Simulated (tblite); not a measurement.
Compound: C3H6N2SSi2.
Atom-mapped SMILES: `[CH3:1][S:2][Si@H:3]([C:4]#[N:5])[SiH2:6][C:7]#[N:8]` (hydrogens: H9, H10, H11 on C1; H12 on Si3; H13, H14 on Si6)

A start from a force field or distance geometry was refined with GFN2-xTB geometry optimisation, gas phase (tblite). Values at the start:

```json
{"coordinate": "C1–S2", "start": "1.812 Å"}
{"coordinate": "C1–H9", "start": "1.101 Å"}
{"coordinate": "S2–Si3", "start": "2.151 Å"}
{"coordinate": "Si3–C4", "start": "1.790 Å"}
{"coordinate": "Si3–Si6", "start": "2.256 Å"}
{"coordinate": "Si3–H12", "start": "1.461 Å"}
{"coordinate": "C4≡N5", "start": "1.174 Å"}
{"coordinate": "Si6–C7", "start": "1.805 Å"}
{"coordinate": "Si6–H13", "start": "1.462 Å"}
{"coordinate": "Si6–H14", "start": "1.475 Å"}
{"coordinate": "C7≡N8", "start": "1.139 Å"}
{"coordinate": "C1–S2–Si3", "start": "112.0°"}
{"coordinate": "S2–Si3–C4", "start": "112.9°"}
{"coordinate": "S2–Si3–Si6", "start": "104.4°"}
{"coordinate": "Si3–C4–N5", "start": "178.7°"}
{"coordinate": "Si3–Si6–C7", "start": "109.8°"}
{"coordinate": "C4–Si3–Si6", "start": "109.4°"}
{"coordinate": "Si6–C7–N8", "start": "179.8°"}
```

Problem. How do these coordinates change at the GFN2-xTB level?

Solution. 
| coordinate | GFN2-xTB (Å or °) | change |
| --- | --- | --- |
| Si3–C4 | 1.873 | +0.083 |
| Si3–Si6 | 2.317 | +0.061 |
| Si6–C7 | 1.866 | +0.061 |
| C4≡N5 | 1.146 | -0.028 |
| C1–H9 | 1.085 | -0.016 |
| Si6–H14 | 1.463 | -0.012 |
| S2–Si3 | 2.158 | +0.007 |
| C7≡N8 | 1.146 | +0.007 |
| Si3–H12 | 1.467 | +0.006 |
| C1–S2 | 1.816 | +0.004 |
| Si6–H13 | 1.464 | +0.002 |
| C1–S2–Si3 | 100.9 | -11.1 |
| S2–Si3–C4 | 104.2 | -8.7 |
| Si3–Si6–C7 | 103.8 | -6.0 |
| S2–Si3–Si6 | 107.9 | +3.5 |
| Si3–C4–N5 | 176.8 | -1.9 |
| C4–Si3–Si6 | 110.9 | +1.5 |
| Si6–C7–N8 | 178.7 | -1.1 |

The energy falls by 12.2 kcal/mol over 234 L-BFGS steps, the largest force on an atom goes from 4.88 to 0.008 eV/Å, and the atoms move by 1.453 Å rms after alignment. The bond that changes most is Si3–C4 (SiH silicon to cyano carbon), which lengthens by 0.083 Å. Bonds longer at the end by more than 0.005 Å: 6 of 13; shorter: 5. Among the dihedrals that turn most is S2–Si3–Si6–H14, from 82° to -38°. Rotational constants go from 1524, 854.6, 589.0 to 1882, 652.6, 542.9 MHz.

The run took 2.1 s of wall time on one thread, Arm Neoverse V1 (aarch64), no GPU, shared host with 32 logical CPUs at a one-minute load of 29.

Its lowest GFN2-xTB frequency is 13 cm⁻¹, too small to tell a flat minimum from a shallow saddle. The numbers are those of one conformer. 3 starts were optimised and ended at 0.00, 0.03 and 2.86 kcal/mol (GFN2-xTB); the lowest of these is shown.

All values are computed, not measured.
